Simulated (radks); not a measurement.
The numbers below are computed, except where a source is named.
Task: These are the eigenvalues of the occupied orbitals of an atom or ion with whole-number occupations (hartree). Level of theory: Dirac Kohn-Sham, exchange-only B88, spin-unpolarised, spherical densities, point nucleus (a radial shooting solver on a logarithmic mesh with Libxc functionals).

1s1/2: -1067.158
2s1/2: -162.2898
2p1/2: -151.6986
2p3/2: -143.2188
3s1/2: -32.45428
3p1/2: -28.15334
3p3/2: -26.60398
3d3/2: -19.00239
3d5/2: -18.68234
4s1/2: -6.25441
4p1/2: -4.80829
4p3/2: -4.51945
4d3/2: -2.22163
4d5/2: -2.17862
5s1/2: -1.24765
5d3/2: -0.42935

Which element is it, and in what charge state? The configuration may be excited. Open shells, if any, fill j = l - 1/2 first.

Result: Z = 50, tin, charge +2: Sn2+ in [Kr] 4d8 5s2 5d2. The list shows which subshells hold electrons but not how many an open one holds; the 1s level, -1067.2 hartree, gives Z - s = 46.2 by -(Z - s)^2/2, which with screening and relativity narrows Z to a few neighbours, and the depths of the outer levels then fix element, charge and occupations together.
